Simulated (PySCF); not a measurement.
Compound: C5H6F2.
Numbering: `[CH3:1][C:2]1=[C:3]([F:4])[C@@:5]1([CH3:6])[F:7]` (hydrogens: H8, H9, H10 on C1; H11, H12, H13 on C6)

A GFN2-xTB structure with every atom displaced at random (by about 0.01 Å) was refined with PySCF, PBE0-D3(BJ)/def2-SVP geometry optimisation, gas phase. Values at the start:

| coordinate | start |
| --- | --- |
| C1–C2 | 1.447 Å |
| C1–H8 | 1.083 Å |
| C2=C3 | 1.298 Å |
| C2–C5 | 1.509 Å |
| C3–F4 | 1.343 Å |
| C3–C5 | 1.479 Å |
| C5–C6 | 1.494 Å |
| C5–F7 | 1.410 Å |
| C6–H11 | 1.102 Å |
| C6–H13 | 1.065 Å |
| C1–C2–C3 | 152.8° |
| C2–C3–F4 | 151.7° |
| C2–C5–C6 | 126.1° |
| C3–C2–C5 | 63.0° |
| C3–C5–C6 | 126.5° |
| C3–C5–F7 | 116.4° |
| F4–C3–C5 | 142.8° |
| C6–C5–F7 | 109.5° |
| C1–C2–C3–F4 | -2° |
| C2–C3–C5–C6 | 110° |

Q: How do these coordinates change at the PBE0-D3(BJ)/def2-SVP level?

A: 
```
 coordinate  PBE0-D3(BJ)/def2-SVP (Å or °)  change
     C6–H13                          1.100  +0.035
      C3–C5                          1.446  -0.033
      C3–F4                          1.310  -0.033
      C1–C2                          1.472  +0.025
      C5–F7                          1.388  -0.022
      C1–H8                          1.101  +0.018
      C5–C6                          1.505  +0.011
      C2=C3                          1.302  +0.004
     C6–H11                          1.101  -0.001
      C2–C5                          1.508  -0.001
   C2–C3–F4                          147.7    -4.0
   F4–C3–C5                          146.0    +3.2
   C1–C2–C3                          155.0    +2.2
   C3–C2–C5                           61.4    -1.6
   C2–C5–C6                          124.8    -1.3
   C3–C5–F7                          117.6    +1.2
   C6–C5–F7                          108.4    -1.1
   C3–C5–C6                          127.5    +1.0
C2–C3–C5–C6                            108      -2
C1–C2–C3–F4                             -1      +1
```

The energy falls by 0.152 eV over 8 energy and gradient evaluations, the largest force component goes from 0.0323 to 3.5e-04 Eh/bohr, and the atoms move by 0.053 Å rms after alignment. Among the bonds, C1–H10 and C6–H13 change most and about equally (+0.034 to +0.035 Å). Bonds longer at the end by more than 0.005 Å: 6 of 13; shorter: 4. Rotational constants go from 2697, 2403, 1717 to 2729, 2413, 1724 MHz.

The run used 128 basis functions and 56 SCF cycles in all.

Not checked by PBE0-D3(BJ)/def2-SVP frequencies.
